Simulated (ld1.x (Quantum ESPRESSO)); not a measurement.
# Logarithmic derivatives: Zn (Z = 30), PAW

| Item | Value |
| --- | --- |
| Element | zinc (Zn) |
| Generator | ld1.x (Quantum ESPRESSO) 7.5 |
| Type | PAW |
| Functional | PBE |
| Relativity | non-relativistic |
| Frozen core | [Ne] 3s2 |
| Valence charge | 18 |
| Reference configuration | 3p6 3d10 4s1.5 4p0 (charge +0.5) |
| Partial waves | 4s (bound): rcut 2.05, rcutus 2.35 bohr; 4s channel at 1.4 Ry: rcut 2.05, rcutus 2.35 bohr; 3p (bound): rcut 1.15, rcutus 1.45 bohr; 4p (bound, empty): rcut 1.15, rcutus 1.45 bohr; 3d (bound): rcut 0.65, rcutus 0.70 bohr; 3d channel at 0.4 Ry: rcut 0.65, rcutus 0.70 bohr |
| Local potential | all-electron potential smoothed inside 1.65 bohr (lloc = -2) |
| Core correction | Bessel-smoothed model core, default radius (core density twice the valence density) |
| Augmentation charge | PSQ, inside the norm-conserving radii |

The phase is arctan(r·u′/u) with u = r·R(r), unwrapped; energies in Ry, scanned from -8 to 5 Ry. A pole is an energy at which the radial function vanishes at the test radius. The pseudo phase is shifted by a multiple of π to meet the all-electron one at the reference energy, and phase errors are pseudo minus all-electron; the curves can meet again beyond the range given. Levels narrower than the energy grid can be missing from the lists of poles. n/a: not evaluated, since a narrow level or a reset projector energy made the automatic matching unsafe.

```csv
channel,radius (bohr),reference energy (Ry),"poles, all-electron","poles, pseudo",unbroken range about the reference energy with phases within 0.05 rad,phase error 1 Ry above the reference energy (rad)
s,2.54,-0.71,0.84,0.84,below 3.8,-0.000
p,2.54,-0.31,1.89,1.90,n/a,n/a
d,2.54,-1.11,"-1.04, 3.87","-1.04, 3.87",the whole range,+0.000
```

Phases in the p channel:

```csv
E (Ry),all-electron,pseudo
-8.00,1.424,1.424
-7.52,1.419,1.419
-7.04,1.412,1.412
-6.56,1.401,1.401
-6.08,-1.738,-1.738
-5.60,-1.748,-1.748
-5.12,-1.758,-1.758
-4.64,-1.770,-1.770
-4.16,-1.783,-1.783
-3.68,-1.800,-1.800
-3.20,-1.821,-1.821
-2.72,-1.849,-1.849
-2.24,-1.889,-1.889
-1.76,-1.948,-1.948
-1.28,-2.052,-2.052
-0.80,-2.272,-2.272
-0.32,-2.896,-2.896
0.16,-3.950,-3.950
0.64,-4.401,-4.401
1.12,-4.577,-4.577
1.60,-4.671,-4.671
2.08,-4.735,-4.735
2.56,-4.787,-4.787
3.04,-4.838,-4.838
3.52,-4.895,-4.894
4.00,-4.972,-4.971
4.48,-5.098,-5.096
4.96,-5.369,-5.361
```
